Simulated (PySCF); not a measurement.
Mg(Cl)(OSiH3) (ClH₃MgOSi), SMILES [SiH3][O][Mg][Cl].

The structure is a stationary point at PBE0-D3(BJ)/def2-SVP. The values are those of a single conformer.

These are B3LYP/def2-TZVPD in PySCF values and carry that method's errors.

Question: Estimate the frontier levels, gap, dipole moment and polarisability. (Estimate from the structure and the level; the computed values follow.)

Answer: 
| Property | Value |
|---|---|
| highest occupied level | -8.12 eV |
| lowest empty level | -2.06 eV |
| orbital gap | 6.06 eV |
| dipole moment | 0.32 D |
| quadrupole, principal values (traceless, Buckingham form, about the centre of nuclear charge) | -17.97, 8.98, 8.98 D·Å |
| mean static polarisability | 66.2 bohr³ (9.81 Å³) |
| polarisability, principal values | 59.3, 59.3, 80.1 bohr³ |
